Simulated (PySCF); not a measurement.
Species: (Cl)3Si-O-SiH3.
Structure used (PBE0-D3(BJ)/def2-SVP), in Å, numbered top down from 1:
```xyz
9
Cl3H3OSi2 angstrom
Si    -0.884   -1.044    0.648
Cl    -0.679   -0.660    2.641
Cl    -0.811   -3.054    0.338
Cl    -2.693   -0.331    0.022
O      0.312   -0.337   -0.180
Si     1.058    1.047   -0.750
H      2.444    0.676   -1.142
H      0.305    1.558   -1.930
H      1.079    2.076    0.327
```

Computed at PBE0/pcSseg-1 (PySCF, non-relativistic), with Q(35Cl) = −0.0817 b, Q(17O) = −0.0256 b: Cl2, 35Cl (I = 3/2): χzz = -45.76 MHz, η = 0.015; Cl3, 35Cl (I = 3/2): χzz = -46.65 MHz, η = 0.003; O5, 17O (I = 5/2): χzz = -7.134 MHz, η = 0.146.

Q: Where would the pure quadrupole (NQR) lines of 35Cl at Cl2 fall for the rigid, isolated species?

A: From ν = (|χ|/2)√(1 + η²/3): ν = 22.88 MHz (chlorine bonded to Si). For 37Cl the ratio of quadrupole moments, 0.7881, gives 18.03 MHz.

Q: Where would the pure quadrupole (NQR) lines of 35Cl at Cl3 fall for the rigid, isolated species?

A: From ν = (|χ|/2)√(1 + η²/3): ν = 23.33 MHz (chlorine bonded to Si). For 37Cl the ratio of quadrupole moments, 0.7881, gives 18.38 MHz.

Q: Find the zero-field quadrupole resonance frequencies of 17O at O5.

A: From the eigenvalues of H = χ/[4I(2I − 1)] × [3Iz² − I(I + 1) + η(Ix² − Iy²)], steps between neighbouring levels, labelled as for η = 0: ±1/2↔±3/2 1.095 MHz, ±3/2↔±5/2 2.131 MHz (oxygen bonded to 2 Si).

Q: Apply the simplest Townes–Dailey estimate (no s hybridisation, no π bonding), ionic character = 1 − χzz/χ0, where χ0 is the coupling for one missing p electron along the bond: −109.74 MHz for 35Cl.

A: Cl2 on Si1: 1 − (-45.76)/(-109.74) = 0.58; Cl3 on Si1: 1 − (-46.65)/(-109.74) = 0.57. In this model a purely covalent bond gives χ0 and a free halide ion gives zero; s hybridisation or π bonding, where present, is counted here as ionic character.

In a crystal, neighbours and librations shift these lines. With so small a basis the couplings can be 20 % off.
